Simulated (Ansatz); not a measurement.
Cost and result for the atomization energy of `C[B@H-]1[Cl+][B@@H-](C)[Cl+]1` (14 atoms, 14 bonds).

Cartesian coordinates in Å:
```
C 0.3892 2.4681 0.1037
B 0.6920 1.1083 -0.6049
Cl -0.9632 0.1467 -1.0994
B -0.0105 -1.4027 -0.3245
C -0.9268 -2.2359 0.6290
Cl 1.2731 -0.2806 0.6767
H 1.3192 2.9141 0.4707
H -0.0435 3.1747 -0.6117
H -0.2984 2.3745 0.9470
H 1.4201 1.0152 -1.5438
H 0.6071 -1.8909 -1.2193
H -1.4194 -1.6324 1.3944
H -1.7009 -2.7494 0.0498
H -0.3381 -3.0096 1.1322
```

Total charge 0; spin multiplicity 1. Geometry: relaxed with PBE0-D4/def2-TZVP. Program: Ansatz. All runs use 4 threads of an Arm Neoverse V2 on a shared host. Times are those of one run each, without the atoms' runs, and a repeat can differ threefold. Electronic energies, without spin–orbit coupling; frozen cores. CCSD(T)/CBS adds CCSD(T) − MP2 in def2-TZVPP to the MP2 limit, and its time is that of the two runs behind it. T1 = 0.010. B3LYP takes the VWN-RPA correlation (the form of Gaussian; ORCA's B3LYP/G).

CCSD(T)/CBS is a level of theory with its own doubt, some kJ/mol a heavy atom from the limit and from the frozen cores, so smaller differences don't rank the functionals.

```tsv
level	functions	wall time	atomization (kcal/mol)	difference from CCSD(T)/CBS	per bond
revPBE-D4/def2-TZVPP	320	2.9 s	1215.3	1.8	0.1
PBE-D4/def2-TZVPP (with forces)	320	3.9 s	1240.3	26.8	1.9
PBE0-D4/def2-TZVPP	320	5.5 s	1228.9	15.4	1.1
CAM-B3LYP-D4/def2-TZVPP	320	6 s	1219.6	6.1	0.4
r2SCANh-D4/def2-TZVPP	320	8.5 s	1224.3	10.8	0.8
B2PLYP/def2-TZVPP	320	8.5 s	1203.3	-10.2	-0.7
B3LYP-D4/def2-TZVPP (with forces)	320	9 s	1216.0	2.5	0.2
PBE-QIDH/def2-TZVPP	320	9 s	1221.0	7.5	0.5
B97M-V/def2-TZVPP	320	13 s	1225.6	12.1	0.9
CCSD(T)/def2-SVP	132	13 s	1166.6	-46.9	-3.4
MP2/def2-QZVPP	608	37 s	1223.4	9.9	0.7
CCSD(T)/def2-TZVPP	320	17 min	1188.2	-25.3	-1.8
CCSD(T)/CBS(def2)	–	18 min	1213.5	0.0	0.0
```

In def2-TZVPP, CCSD(T) changes the Hartree–Fock value by +255.2 kcal/mol (the triples alone add +16.7 kcal/mol) and MP2 by +275.8 kcal/mol; breaking electron pairs costs correlation energy, which Hartree–Fock lacks. From BLYP to BHLYP (50 % exact exchange), in def2-TZVPP and without D4, the atomization energy moves by −5.9 kcal/mol: exact exchange takes away binding that semilocal exchange gives to molecules. The D4 term adds +13.8 kcal/mol with B3LYP and +7.2 kcal/mol with PBE0; it sums over pairs of atoms, weighted by their polarisabilities, and B3LYP, whose exchange is more repulsive, gets the larger term.
